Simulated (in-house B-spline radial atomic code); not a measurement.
A fraction x of an electron is removed from 3p in Cr²⁺, starting from [Ar] 3d4 and keeping the highest spin. All numbers are computed (scalar-relativistic (X2C) PBEsol, spin-polarised, spherical fractional occupations; Fermi nucleus of rms radius 3.6452 fm) with a radial B-spline atomic code at the basis-set limit, not measured.

```
   x  E(x) - E(0) (eV)  3p down level (eV)
   0            0.0000             -63.616
0.11            7.0944             -65.379
0.18           11.7107             -66.517
0.35           23.2568             -69.331
0.38                 ?                   ?
 0.5           33.8460             -71.866
0.57                 ?                   ?
0.65           44.8190             -74.447
0.77           53.8781             -76.542
0.88           62.4043             -78.484
   1           71.9506             -80.624
```

Problem. What belongs in the row x = 0.38?

Solution. An energy change of 25.3443 eV; 3p down at -69.834 eV.

Problem. What belongs in the row x = 0.57?

Solution. An energy change of 38.9186 eV; 3p down at -73.065 eV.

Problem. Check Janak's theorem between x = 0.11 and 0.18.

Solution. The slope of the energy is 65.95 eV; the orbital levels give 65.95 eV (-ε of the emptying orbital, averaged over the two points).
